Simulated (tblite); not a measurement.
`[SiH3]C1=CC[P@@H](=S)C1`. Computed geometry: GFN2-xTB, gas phase.

```
atom  x, y, z in Å
Si1    2.5225   -0.2258   -0.2237
C2     0.6467   -0.1778   -0.0762
C3    -0.2090   -0.9555   -0.7338
C4    -1.6736   -0.7761   -0.4715
P5    -1.7471    0.8805    0.3392
S6    -3.1466    1.2756    1.6069
C7     0.0151    0.8000    0.8779
H8     2.8847   -1.2613   -1.1877
H9     2.9733    1.0930   -0.6739
H10    3.0775   -0.5111    1.1006
H11    0.1068   -1.7126   -1.4345
H12   -2.2861   -0.8296   -1.3747
H13   -2.0532   -1.5253    0.2343
H14   -1.6584    1.7311   -0.7727
H15    0.0427    0.4238    1.9075
H16    0.4971    1.7800    0.8709
```

(1) What is the repulsion energy of the bare nuclei, Σ ZA·ZB/RAB?

(2) Which two atoms are farthest apart?

(3) Work out the bond lengths Si1–H8, C2=C3, C4–H12, P5–H14, C7–H16 in bohr.

(4) How far are the heavy atoms from their best plane (unweighted least squares)?

(5) Where is the centre of mass (commonest isotopes), and what is the radius of gyration?

(6) How far apart are these pairs, which share no bond: Si1···H15, C3···H9, P5···H15, S6···H10, C7···H12, H8···H13?

(7) What are the angles C2–Si1–H9, Si1–C2–C3, C4–P5–S6, C4–P5–C7, C4–P5–H14, C2–C7–P5?

(8) Write the matrix of distances between heavy atoms (Å, lower triangle).

## Answers

(1) 502.73 Eh over 120 pairs, with full nuclear charges and distances in bohr; the largest single term is 65.83 Eh (P5 with S6).

(2) S6···H8, 7.11 Å; the next longest distance is 6.53 Å.

(3) For Si1–H8 the difference vector is (0.3622, -1.0355, -0.9640) Å, of length 1.4604 Å. 1 bohr = 0.529177 Å. Si1–H8 2.760; C2=C3 2.514; C4–H12 2.065; P5–H14 2.651; C7–H16 2.064 bohr.

(4) 0.186 Å rms; Si1 0.01, C2 0.03, C3 0.04, C4 0.07, P5 0.43, S6 0.21, C7 0.07 Å (magnitudes).

(5) Mass 147.993 u; centre at (-0.643, 0.322, 0.334) Å; Rg = √(Σ m r²/M) = 2.342 Å. As Ia + Ib + Ic = 2 Σ m r², the three principal moments sum to 1623.8 u·Å².

(6) Si1···H15 3.334 Å (3 bonds apart); C3···H9 3.785 Å (3 bonds apart); P5···H15 2.423 Å (2 bonds apart); S6···H10 6.495 Å (5 bonds apart); C7···H12 3.609 Å (3 bonds apart); H8···H13 5.145 Å (5 bonds apart).

(7) From the scalar product of the two bond vectors; for C2–Si1–H9 it is -0.8487 Å² over 1.8822 × 1.4646 Å², cos θ = -0.3079. C2–Si1–H9 107.9°; Si1–C2–C3 126.0°; C4–P5–S6 120.1°; C4–P5–C7 92.9°; C4–P5–H14 101.2°; C2–C7–P5 104.1°.

(8) 
```
Si1   0.000
C2    1.882  0.000
C3    2.873  1.330  0.000
C4    4.239  2.429  1.499  0.000
P5    4.446  2.650  2.624  1.846  0.000
S6    6.144  4.397  4.369  3.271  1.929  0.000
C7    2.925  1.505  2.394  2.675  1.844  3.279  0.000
```

Its GFN2-xTB frequencies are all real (lowest 51 cm⁻¹). One conformer, not necessarily the lowest.
